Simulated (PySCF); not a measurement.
NMR data sheet: C$_{2}$H$_{2}$BF$_{3}$

| Property | Result |
| --- | --- |
| Formula | C2H2BF3 |
| SMILES | BC(F)=C(F)F |
| InChI | InChI=1S/C2H2BF3/c3-1(4)2(5)6/h3H2 |
| Point group of the computed structure | Cs |
| Carbon signals | 2 |
| Proton signals | 1 |

Atoms are numbered as in `[BH2:1][C:2]([F:3])=[C:4]([F:5])[F:6]`. Each H is labelled by its parent atom.

Level of theory: GIAO PBE0/pcSseg-1 shieldings, B3LYP/pcJ-1 coupling constants, PBE0-D3(BJ)/def2-SVP structure, in PySCF 2.14.0 with density-fitted response routines (averaged over atoms made equivalent by symmetry, fast rotation or ring inversion, a single conformation, isolated molecule, relativity neglected).

Scale: TMS for ¹H (31.27 ppm) and ¹³C (184.41 ppm); ¹⁹F (177.25 ppm) against CFCl3; ¹¹B (100.73 ppm) vs BF3·OEt2 (reference shieldings calculated alike).

| carbon | δC, type | δH (multiplicity, J in Hz) | HMBC from (abs. J ≥ 3 Hz) | span of the C tensor (ppm) |
| --- | --- | --- | --- | --- |
| C2 | 146.5, C | – | H(B1) | 89 |
| C4 | 174.4, C | – | – | 123 |

Other nuclei:
```json
{"atoms": "H(B1)", "nucleus": "¹H", "environment": "hydrogen on a boron bonded to C", "δ (ppm)": "6.80", "σ (ppm)": "24.46"}
{"atoms": "F5", "nucleus": "¹⁹F", "environment": "vinylic fluorine", "δ (ppm)": "-64.5", "σ (ppm)": "241.7"}
{"atoms": "F6", "nucleus": "¹⁹F", "environment": "vinylic fluorine", "δ (ppm)": "-78.5", "σ (ppm)": "255.8"}
{"atoms": "F3", "nucleus": "¹⁹F", "environment": "vinylic fluorine", "δ (ppm)": "-190.3", "σ (ppm)": "367.5"}
{"atoms": "B1", "nucleus": "¹¹B", "environment": "boron bonded to C, 2 H", "δ (ppm)": "63.3", "σ (ppm)": "37.5"}
```

Selected couplings (Hz, signed; the shortest-range and largest first, 30 at most; isotopes ¹³C, ¹⁹F, ¹¹B, ¹H): ¹J(C4,F5) -410.1, ¹J(C4,F6) -390.8, ¹J(C2,F3) -314.0, ¹J(B1,H(B1)) 143.1, ¹J(C2,C4) 114.3, ¹J(B1,C2) 81.4, ²J(F5,F6) -167.2, ²J(C2,F6) 43.0, ²J(F3,C4) 41.9, ²J(B1,F3) 19.9, ²J(B1,C4) 12.2, ²J(C2,F5) 1.2, ³J(F3,F6) -141.3, ³J(F3,F5) 46.5, ³J(F3,H(B1)) 33.0, ³J(B1,F5) 18.9, ³J(B1,F6) 3.9, ⁴J(F6,H(B1)) 7.8, ⁴J(F5,H(B1)) 2.8.

1. δC 174.4, 146.5: fully substituted alkene carbon.
2. δH 6.80: hydrogen on a boron bonded to C.

Hydrogens on boron are broadened and split by ¹¹B (spin 3/2, 80 %) and 10B (spin 3). A carbon bonded to boron is broadened by the quadrupolar boron nucleus and is often missing from a measured spectrum. Common functionals overestimate the size of one-bond C–F couplings by tens of Hz; these are unscaled. Shifts are as computed. Against solution values, carbons near 30 ppm lie about +2 ppm off and those near 130 ppm about +5 ppm. Of 1211 compounds with measured shifts, 218 miss one by over three times the rms of a fit or turn the order of signals round; such compounds aren't used in these exercises. Unscaled 19F shifts against computed CFCl3 carry errors that often reach 10 to 50 ppm.
